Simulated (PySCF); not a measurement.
## Eu(III) with different ligands

Computed with PySCF 2.14.0, PBE0, def2-SVP on the ligands, density fitting, scalar-relativistic core potentials, no spin-orbit coupling, vacuum. The metal has lcecp-1-SVP with ECP52. Each complex is relaxed within the symmetry of a template of the same shape. Distances are means of the shortest metal–ligand contacts, charges and spins Mulliken's; removal energies are rigid, with the ligand's formal charge and no counterpoise, so too large; for an anion taken off a cation in vacuum most of it is the attraction of opposite charges, and multiply charged cations can part far more cheaply with an electron moved from ligand to metal. lcecp potentials hold a fixed number of 4f electrons in the core, out of states, spins and gaps.

| complex | point group | M–first ligand (Å) | charge on M (e) | dipole (D) | removal of one first-named ligand (eV) | strongest infrared band, degenerate modes summed (cm⁻¹) | unstable modes (below −25 cm⁻¹) |
| --- | --- | --- | --- | --- | --- | --- | --- |
| EuH3(H2O) | C1 | 2.073 | 0.74 | 4.09 | 9.89 | 1404 | 0 |
| EuH3(NH3) | C3v | 2.067 | 0.60 | 5.64 | 8.85 | 1359 | 0 |
| Eu(OH)3(NH3) | Cs | 2.101 | 0.93 | 4.21 | 10.33 | – | not given |
| EuCl3(NH3) | C3v | 2.529 | 0.83 | 5.24 | 8.83 | 337 | 0 |
| EuF3(NH3) | C3v | 2.067 | 1.18 | 5.70 | 10.92 | 559 | 0 |
| EuCl3(H2O) | Cs | 2.525 | 0.88 | 5.78 | 8.90 | – | 1 (soft) |

Task: What does the calculation give for EuF3(H2O)?

Result: point group: Cs, M–first ligand (Å): 2.060, charge on M (e): 1.21, dipole (D): 6.73, removal of one first-named ligand (eV): 10.98, strongest infrared band, degenerate modes summed (cm⁻¹): 557, unstable modes (below −25 cm⁻¹): 0.
```xyz
7

Eu    0.0870   -0.0907    0.0907
F     1.1005    1.3664    1.1392
F    -1.3184   -1.1532    1.1532
F     1.1005   -1.1392   -1.3664
O    -1.3206    1.3380   -1.3380
H    -1.6550    2.2175   -1.1221
H    -1.6550    1.1221   -2.2175
```

Members with unstable modes aren't minima as they stand: saddle points kept by symmetry or, where the modes are soft, flat surfaces and noise. Moved off a saddle point of the template and relaxed again: EuH3(H2O). One start shape was tried for each, so a minimum needn't be the lowest isomer.
